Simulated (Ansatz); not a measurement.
Consider the ligand exchange at a Ge–O bond: `C[SiH](O)[O][GeH2][OH]` + `O[SiH3]` → `[OH][GeH2][O][SiH3]` + `C[SiH](O)O`.

Gas-phase electronic energies from Ansatz, PBE0-D4/def2-TZVP geometries. CCSD(T)/CBS is the MP2 limit (def2-TZVPP, def2-QZVPP) plus CCSD(T) − MP2 in def2-TZVPP, frozen cores. Functionals use def2-TZVPP. For Ge outer-core shells are correlated without core-valence functions, which leaves a few kJ/mol of doubt a bond. Scalar relativity is left out up to krypton. Each species was taken in one conformer, which may not be the lowest.

(1) Is it downhill or uphill in electronic energy at CCSD(T)/CBS, and by how much? (An estimate is asked.)

(2) What do these levels give: ωB97X-V, ωB97M-V, B2PLYP, PBE0, MP2/def2-TZVPP, MP2/def2-QZVPP? (Best estimate.)

Largest T1 diagnostic among the species: 0.012.

## Answers

(1) Computed: Uphill: ΔE = +1.0 kcal/mol.

(2) Computed: ωB97X-V 1.3, ωB97M-V 1.4, B2PLYP 0.3, PBE0 0.5, MP2/def2-TZVPP 1.1, MP2/def2-QZVPP 1.0 kcal/mol.

In def2-TZVPP, CCSD(T) changes the Hartree–Fock value by +2.0 kcal/mol (the triples alone add +0.4 kcal/mol) and MP2 by +2.0 kcal/mol. The D4 term adds +1.5 kcal/mol with B3LYP and +0.9 kcal/mol with PBE0; it sums over pairs of atoms, weighted by their polarisabilities, and B3LYP, whose exchange is more repulsive, gets the larger term.

B3LYP here is the variant with VWN-RPA as its local correlation; programs differ in this.
